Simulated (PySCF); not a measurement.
C3H8OSi2.
Numbering: `[O:1]=[CH:2][SiH:3]1[CH2:4][SiH2:5][CH2:6]1`

NICS = −σ at a ghost point: NICS(0) at the centroid of the ring atoms, NICS(1) 1 Å to either side along the normal of their mean plane, zz for the tensor component along that normal. Level: GIAO PBE0/pcSseg-1 (PySCF, non-relativistic, gas phase) on the GFN2-xTB geometry, one conformer.

Ring bond lengths (Å), with Mayer bond orders in brackets: Si3–C4 1.921 (0.90), C4–Si5 1.922 (0.91), Si5–C6 1.922 (0.91), C6–Si3 1.921 (0.90).

Question: What do the NICS probes read (ppm)?

Answer: 
```json
{"ring": "Si3–C4–Si5–C6", "type": "4-membered ring with 2 Si; formal bonds all single", "NICS(0)": "1.9", "NICS(1), two faces": "-0.7 / 0.5", "NICS(1)zz, two faces": "6.4 / 5.6", "rms pucker (Å)": "0.05", "centre to ring atoms, mean (Å)": "1.36"}
```

Question: What do they say, and how far can they be read as aromaticity?

Answer: 
- Si3–C4–Si5–C6: mean NICS(1)zz 6.0 ppm, deshielded. Si3, C4, Si5, C6 have four or more neighbours, and the NICS criterion for π rings isn't applied.

Question: What is the mean of the two in-plane components of NICS at the first NICS(1) probe listed for ring Si3–C4–Si5–C6, 1 Å off the ring?

Answer: The isotropic value is a third of the trace: (3 × -0.7 − (6.4))/2 = -4.2 ppm.

Question: How shielded are the nuclei of the rings and their hydrogens (means over atoms taken as equivalent)?

Answer: 
```json
{"atoms": "Si3", "environment": "SiH silicon", "σ isotropic (ppm)": "371.0", "principal values of the symmetric part, first atom (ppm)": "351.0, 378.6, 383.5"}
{"atoms": "C4 (×2)", "environment": "sp3 carbon bound to silicon", "σ isotropic (ppm)": "191.9", "principal values of the symmetric part, first atom (ppm)": "172.5, 200.9, 202.6"}
{"atoms": "Si5", "environment": "SiH2 silicon", "σ isotropic (ppm)": "379.8", "principal values of the symmetric part, first atom (ppm)": "352.3, 358.4, 428.6"}
{"atoms": "H on Si3", "environment": "Si–H hydrogen", "σ isotropic (ppm)": "26.91", "principal values of the symmetric part, first atom (ppm)": "24.1, 24.3, 32.4"}
{"atoms": "H on C4 (×2)", "environment": "methylene hydrogen", "σ isotropic (ppm)": "30.95", "principal values of the symmetric part, first atom (ppm)": "27.3, 27.8, 37.8"}
{"atoms": "H on C4 (×2)", "environment": "methylene hydrogen", "σ isotropic (ppm)": "31.03", "principal values of the symmetric part, first atom (ppm)": "26.7, 27.6, 38.8"}
{"atoms": "H on Si5", "environment": "Si–H hydrogen", "σ isotropic (ppm)": "26.57", "principal values of the symmetric part, first atom (ppm)": "23.5, 24.9, 31.3"}
{"atoms": "H on Si5", "environment": "Si–H hydrogen", "σ isotropic (ppm)": "26.62", "principal values of the symmetric part, first atom (ppm)": "23.6, 24.6, 31.7"}
```

Conformer computed: `[O:1]=[CH:2][SiH:3]1[CH2:4][SiH2:5][CH2:6]1`: O1–C2–Si3–C4 132°.
